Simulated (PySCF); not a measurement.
PySCF input file for B(Me)3 cation (C₃H₉B), SMILES B(C)(C)C (connectivity only; charge and spin as stated), charge +1, multiplicity 2, PBE0-D3(BJ)/def2-SVP. Geometry: PBE0-D3(BJ)/def2-SVP. The spin state was assumed, not searched. The isomer is the one that the SMILES or the coordinates give; other isomers of the formula were not compared.

```python
import numpy as np
from pyscf import gto, scf, dft, df
from pyscf.hessian import thermo

mol = gto.M(
    atom='''
    B     0.13432449    0.01517114   -0.00000000
    C     1.65268340    0.00784133   -0.00000000
    H     2.08981374    0.47407280    0.89741583
    H     1.98033108   -1.05128716    0.00000001
    H     2.08981374    0.47407280   -0.89741582
    C    -0.88982779   -0.00201742    1.25424787
    H    -0.59564609    0.96826560    1.70255483
    H    -1.97606157   -0.08248197    1.15599900
    H    -0.46316634   -0.88356017    1.77524395
    C    -0.88982779   -0.00201742   -1.25424787
    H    -1.97606156   -0.08248198   -1.15599902
    H    -0.59564608    0.96826560   -1.70255482
    H    -0.46316633   -0.88356017   -1.77524395
    ''',
    basis='def2-SVP',
    charge=1,
    spin=1,
    max_memory=1600,
    verbose=3,
)
mf = dft.UKS(mol, xc='pbe0').density_fit(auxbasis='def2-universal-jkfit')
mf.disp = 'd3bj'
mf.grids.level = 3
mf.conv_tol = 1e-11
mf.max_cycle = 100
mf.kernel()
fine, coarse = mf.grids, dft.Grids(mol).set(level=1).build(with_non0tab=True)
for _ in range(3):  # follow internal instabilities
    mf.grids = coarse
    mo, _, stable, _ = mf.stability(return_status=True, nroots=4)
    mf.grids = fine
    if stable:
        break
    mf.kernel(mf.make_rdm1(mo, mf.mo_occ))

# [left out here: the lines that compute and print the analytic Hessian (its translational invariance restored by hand, since the grid's response is missing), thermochemistry and intensities]
```

Program output:

```

WARN: HOMO -0.292190421668656 >= LUMO -0.292190421668656

converged SCF energy = -143.96101735002  <S^2> = 0.75386263  2S+1 = 2.0038589
<class 'pyscf.df.df_jk.DFUKS'> wavefunction is stable in the internal stability analysis

WARN: DFTD3 does not support analytical Hessian, using finite difference


WARN: Mole.unit (angstrom) is changed to Bohr

Mode                                 0                   1                   2
Irrep
Freq [cm^-1]                       85.6619            141.3567            153.5144
Reduced mass [au]                   1.0532              1.0259              1.0486
Force const [Dyne/A]                0.0046              0.0121              0.0146
Char temp [K]                     123.2484            203.3808            220.8731
Normal mode                   x     y     z       x     y     z       x     y     z
       0   B                -0.00  0.00  0.01   -0.00  0.00 -0.00   -0.00  0.04 -0.00
       1   C                -0.00 -0.00  0.00   -0.00  0.00 -0.00   -0.00  0.04  0.00
       2   H                 0.03 -0.47  0.23    0.01  0.07 -0.04   -0.01  0.04 -0.00
       3   H                -0.00 -0.00 -0.60    0.00  0.00  0.08    0.02  0.04 -0.00
       4   H                -0.03  0.47  0.23   -0.01 -0.07 -0.04   -0.01  0.04  0.00
       5   C                -0.01  0.04  0.00   -0.00  0.03  0.00    0.00 -0.02  0.00
       6   H                 0.04  0.03 -0.00    0.31 -0.16  0.19    0.26 -0.23  0.27
       7   H                -0.01  0.09  0.00   -0.03  0.39 -0.01   -0.02  0.28 -0.01
       8   H                -0.04  0.02  0.00   -0.28 -0.22 -0.19   -0.23 -0.28 -0.26
       9   C                 0.01 -0.04  0.00    0.00 -0.03  0.00    0.00 -0.02 -0.00
      10   H                 0.01 -0.09  0.00    0.03 -0.39 -0.01   -0.02  0.28  0.01
      11   H                -0.04 -0.03 -0.00   -0.31  0.15  0.19    0.26 -0.23 -0.27
      12   H                 0.04 -0.02  0.00    0.28  0.22 -0.19   -0.23 -0.28  0.26
Mode                                 3                   4                   5
Irrep
Freq [cm^-1]                      256.5744            335.8981            349.6416
Reduced mass [au]                   2.2098              2.4252              1.9092
Force const [Dyne/A]                0.0857              0.1612              0.1375
Char temp [K]                     369.1534            483.2826            503.0565
Normal mode                   x     y     z       x     y     z       x     y     z
       0   B                 0.00  0.00  0.16    0.07 -0.09  0.00   -0.04 -0.17  0.00
       1   C                 0.00 -0.00 -0.12    0.08  0.02  0.00   -0.04  0.03 -0.00
       2   H                 0.19  0.03 -0.23    0.01  0.09 -0.00   -0.17  0.17 -0.01
       3   H                -0.00 -0.00 -0.16    0.26  0.07 -0.00    0.28  0.13 -0.00
       4   H                -0.19 -0.03 -0.23    0.01  0.09  0.00   -0.17  0.17  0.01
       5   C                -0.07 -0.00  0.00   -0.06  0.01 -0.12    0.03  0.02  0.07
       6   H                -0.18 -0.01  0.10   -0.05  0.02 -0.14    0.21  0.05 -0.10
       7   H                -0.07 -0.01 -0.10   -0.05  0.10 -0.23    0.01  0.17  0.14
       8   H                -0.18  0.01  0.12   -0.21  0.02  0.02   -0.04  0.04  0.16
       9   C                 0.07  0.00  0.00   -0.06  0.01  0.12    0.03  0.02 -0.07
      10   H                 0.07  0.01 -0.10   -0.05  0.10  0.23    0.01  0.17 -0.14
      11   H                 0.18  0.01  0.10   -0.05  0.02  0.14    0.21  0.05  0.10
      12   H                 0.18 -0.01  0.12   -0.21  0.02 -0.02   -0.04  0.04 -0.16
Mode                                 6                   7                   8
Irrep
Freq [cm^-1]                      531.8050            571.6501            601.7515
Reduced mass [au]                   4.9261              1.2430              1.1734
Force const [Dyne/A]                0.8208              0.2393              0.2503
Char temp [K]                     765.1490            822.4771            865.7865
Normal mode                   x     y     z       x     y     z       x     y     z
       0   B                 0.00 -0.00 -0.16    0.00 -0.06 -0.00   -0.00  0.00 -0.01
       1   C                 0.00 -0.00 -0.02    0.02 -0.06  0.00   -0.00  0.00  0.00
       2   H                 0.10  0.02 -0.09   -0.12  0.12 -0.02    0.02  0.01 -0.01
       3   H                 0.00  0.00 -0.07    0.38  0.06 -0.00   -0.00 -0.00 -0.01
       4   H                -0.10 -0.02 -0.09   -0.12  0.12  0.02   -0.01 -0.01 -0.01
       5   C                -0.12  0.00  0.10   -0.02  0.07  0.02    0.00 -0.08  0.01
       6   H                -0.01  0.04 -0.08   -0.20 -0.04  0.33    0.19  0.06 -0.40
       7   H                -0.11 -0.02  0.08    0.01 -0.20 -0.00   -0.02  0.21  0.01
       8   H                 0.03 -0.04 -0.11    0.16 -0.03 -0.27   -0.18  0.06  0.37
       9   C                 0.12 -0.00  0.10   -0.02  0.07 -0.02   -0.00  0.08  0.01
[...]
       1   C                 0.00  0.00  0.01   -0.07 -0.02  0.00   -0.10 -0.02  0.00
       2   H                -0.05  0.08 -0.01    0.13  0.07 -0.14    0.25  0.20 -0.29
       3   H                 0.00  0.00 -0.13    0.06  0.03 -0.00   -0.04 -0.00 -0.00
       4   H                 0.05 -0.08 -0.01    0.13  0.07  0.14    0.25  0.20  0.29
       5   C                -0.00  0.04 -0.00   -0.02  0.04  0.01   -0.02 -0.02  0.02
       6   H                 0.32 -0.04 -0.05    0.26  0.00 -0.11   -0.18  0.07 -0.08
       7   H                 0.03 -0.50  0.01    0.01 -0.44  0.06   -0.04  0.25  0.06
       8   H                -0.30 -0.07  0.06   -0.26 -0.10 -0.02    0.14 -0.03 -0.14
       9   C                 0.00 -0.04 -0.00   -0.02  0.04 -0.01   -0.02 -0.02 -0.02
      10   H                -0.03  0.50  0.01    0.01 -0.44 -0.06   -0.04  0.25 -0.06
      11   H                -0.32  0.04 -0.05    0.26  0.00  0.11   -0.18  0.07  0.08
      12   H                 0.30  0.07  0.06   -0.26 -0.10  0.02    0.14 -0.03  0.14
Mode                                24                  25                  26
Irrep
Freq [cm^-1]                     2989.3548           2993.9810           3033.0742
Reduced mass [au]                   1.0309              1.0313              1.0448
Force const [Dyne/A]                5.4277              5.4468              5.6631
Char temp [K]                    4301.0160           4307.6720           4363.9185
Normal mode                   x     y     z       x     y     z       x     y     z
       0   B                 0.00 -0.00  0.01    0.00 -0.00 -0.00    0.00  0.00 -0.00
       1   C                 0.00 -0.00 -0.00    0.01 -0.00  0.00   -0.05  0.03 -0.00
       2   H                -0.00  0.00 -0.00   -0.03 -0.03 -0.07    0.16  0.18  0.34
       3   H                -0.00  0.00 -0.00   -0.04  0.11  0.00    0.23 -0.73 -0.00
       4   H                 0.00 -0.00 -0.00   -0.03 -0.03  0.07    0.16  0.18 -0.34
       5   C                 0.01 -0.00  0.03   -0.01  0.00 -0.03   -0.00  0.00 -0.01
       6   H                -0.12 -0.40 -0.18    0.12  0.39  0.18    0.02  0.06  0.03
       7   H                 0.20  0.01  0.03   -0.20 -0.01 -0.03   -0.04 -0.00 -0.00
       8   H                -0.19  0.38 -0.23    0.19 -0.38  0.22    0.03 -0.07  0.04
       9   C                -0.01  0.00  0.03   -0.01  0.00  0.03   -0.00  0.00  0.01
      10   H                -0.20 -0.01  0.03   -0.20 -0.01  0.03   -0.03 -0.00  0.00
      11   H                 0.12  0.40 -0.18    0.12  0.39 -0.18    0.02  0.06 -0.03
      12   H                 0.19 -0.39 -0.23    0.19 -0.38 -0.22    0.03 -0.07 -0.04
Mode                                27                  28                  29
Irrep
Freq [cm^-1]                     3118.0161           3121.8195           3125.9650
Reduced mass [au]                   1.1032              1.0923              1.1084
Force const [Dyne/A]                6.3190              6.2722              6.3815
Char temp [K]                    4486.1309           4491.6032           4497.5677
Normal mode                   x     y     z       x     y     z       x     y     z
       0   B                 0.00  0.00  0.00   -0.00  0.00  0.00    0.00 -0.00  0.00
       1   C                -0.01 -0.03  0.00    0.02  0.07  0.00   -0.00 -0.00  0.01
       2   H                 0.08  0.08  0.17   -0.20 -0.20 -0.41   -0.03 -0.04 -0.06
       3   H                -0.07  0.21  0.00    0.17 -0.50  0.00   -0.00  0.00  0.00
       4   H                 0.08  0.08 -0.17   -0.20 -0.20  0.41    0.03  0.04 -0.06
       5   C                -0.00  0.06 -0.00   -0.00  0.02  0.00    0.00 -0.06  0.00
       6   H                -0.11 -0.39 -0.19   -0.05 -0.17 -0.08    0.12  0.42  0.20
       7   H                 0.01  0.01  0.00    0.01  0.00 -0.00   -0.01 -0.01 -0.00
       8   H                 0.16 -0.33  0.21    0.06 -0.13  0.09   -0.17  0.36 -0.22
       9   C                -0.00  0.06  0.00   -0.00  0.02 -0.00   -0.00  0.06  0.00
      10   H                 0.01  0.01 -0.00    0.01  0.00  0.00    0.01  0.01 -0.00
      11   H                -0.11 -0.39  0.19   -0.05 -0.17  0.08   -0.12 -0.42  0.20
      12   H                 0.16 -0.33 -0.21    0.06 -0.13 -0.09    0.17 -0.36 -0.22
Mode                                30                  31                  32
Irrep
Freq [cm^-1]                     3161.0675           3233.3258           3239.5458
Reduced mass [au]                   1.1025              1.1018              1.1026
Force const [Dyne/A]                6.4909              6.7867              6.8175
Char temp [K]                    4548.0723           4652.0360           4660.9852
Normal mode                   x     y     z       x     y     z       x     y     z
       0   B                 0.00 -0.00  0.00   -0.00 -0.00  0.00    0.00  0.00  0.00
       1   C                -0.00 -0.00  0.09   -0.00 -0.00  0.00    0.00  0.00  0.00
       2   H                -0.27 -0.29 -0.54    0.00 -0.00 -0.00    0.00  0.00  0.00
       3   H                -0.00  0.00  0.02    0.00  0.00 -0.00   -0.00 -0.00 -0.00
       4   H                 0.27  0.29 -0.54   -0.00  0.00 -0.00    0.00  0.00 -0.00
       5   C                -0.00  0.01 -0.00    0.06  0.01  0.01   -0.06 -0.01 -0.01
       6   H                -0.02 -0.05 -0.02   -0.03 -0.12 -0.06    0.03  0.12  0.05
       7   H                 0.00  0.00  0.00   -0.64 -0.05 -0.07    0.64  0.05  0.07
       8   H                 0.02 -0.04  0.03   -0.04  0.10 -0.06    0.04 -0.11  0.06
       9   C                 0.00 -0.01 -0.00   -0.06 -0.01  0.01   -0.06 -0.01  0.01
      10   H                -0.00 -0.00  0.00    0.64  0.05 -0.07    0.64  0.05 -0.07
      11   H                 0.02  0.05 -0.02    0.03  0.12 -0.06    0.03  0.12 -0.05
      12   H                -0.02  0.04  0.03    0.04 -0.10 -0.06    0.04 -0.11 -0.06
temperature 298.1500 [K]
pressure 101325.00 [Pa]
Rotational constants [GHz] 8.51488 6.40960 3.94506
Symmetry number 1
Zero-point energy (ZPE) 0.10929 [Eh]   286930.178 [J/mol]
                           tot       elec      trans        rot        vib
Entropy [J/mol/K]       336.696      5.763    158.930    103.829     68.174
Cv [J/mol/K]            104.669      0.000     12.472     12.472     79.725
Cp [J/mol/K]            112.983      0.000     20.786     12.472     79.725
Internal energy [J/mol]                      3718.434   3718.434 298436.347
Internal energy [Eh]   -143.84452  -143.96102
Enthalpy [J/mol]                             6197.391   3718.434 298436.347
Enthalpy [Eh]          -143.84357
Gibbs free energy [J/mol]                  -41187.534 -27238.249 278110.354
Gibbs free energy [Eh] -143.88181
mode   freq/cm-1   IR/(km/mol)
   1       85.66         0.423
   2      141.36         0.110
   3      153.51         1.532
   4      256.57         3.644
   5      335.90         0.555
   6      349.64         0.524
   7      531.81        47.888
   8      571.65        11.489
   9      601.75         0.004
  10      630.99         4.322
  11      720.72        38.180
  12      811.76        63.144
  13      840.63        18.474
  14      867.09        95.149
  15     1105.37        27.735
  16     1178.02         6.732
  17     1241.88        50.478
  18     1266.82        27.680
  19     1302.23        82.091
  20     1363.89        17.342
  21     1368.95        77.029
  22     1392.99         0.716
  23     1410.41        59.131
  24     1425.21        93.688
  25     2989.35       136.104
  26     2993.98        25.313
  27     3033.07        41.626
  28     3118.02        50.118
  29     3121.82        47.217
  30     3125.97         0.651
  31     3161.07         7.997
  32     3233.33        20.233
  33     3239.55        25.859
max |gradient| / (hartree/bohr): 1.933753364342998e-05
APT charges: [ 0.7387 -0.4808  0.121   0.1247  0.121  -0.0917  0.0628  0.151   0.0656
 -0.0917  0.151   0.0628  0.0656]
```

The calculation finished and met its thresholds.

Cost: roughly 8 core-minutes.
